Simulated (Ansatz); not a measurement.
Calculated with Ansatz (gas phase, PBE0-D4/def2-TZVP geometries, no zero-point term in ΔE). CCSD(T)/CBS is the MP2 limit (def2-TZVPP, def2-QZVPP) plus CCSD(T) − MP2 in def2-TZVPP, frozen cores. This one scheme is used for every species. Functionals use def2-TZVPP. One conformer a species, not always the lowest.

`BS[SiH2]C` + `S[SiH2]Cl` → `C[SiH2]S[SiH2]Cl` + `BS`  (ligand exchange at the Si–S bond)

| level | ΔE (kJ/mol) |
| --- | --- |
| PBE-D4 | -12.7 |
| ωB97M-V | -12.6 |
| B2PLYP | -9.2 |
| SCS-MP2/def2-TZVPP | -11.0 |
| CCSD/def2-TZVPP | -10.4 |
| CCSD(T)/def2-TZVPP | -11.4 |
| HF/def2-QZVPP | -5.9 |
| SCS-MP2/def2-QZVPP | -11.1 |

Q: What does CCSD(T)/CBS give? (Estimate.)

A: Computed: -11.9 kJ/mol. The listed levels differ from it by -0.8, -0.7, 2.7, 0.9, 1.5, 0.5, 6.0, 0.8 kJ/mol.

Largest T1 diagnostic among the species: 0.015.

The D4 term adds −4.6 kJ/mol with B3LYP and −2.7 kJ/mol with PBE0; it sums over pairs of atoms, weighted by their polarisabilities, and B3LYP, whose exchange is more repulsive, gets the larger term. In def2-TZVPP, CCSD(T) changes the Hartree–Fock value by −5.2 kJ/mol (the triples alone add −0.9 kJ/mol) and MP2 by −6.4 kJ/mol.

B3LYP here is the variant with VWN-RPA as its local correlation; programs differ in this.
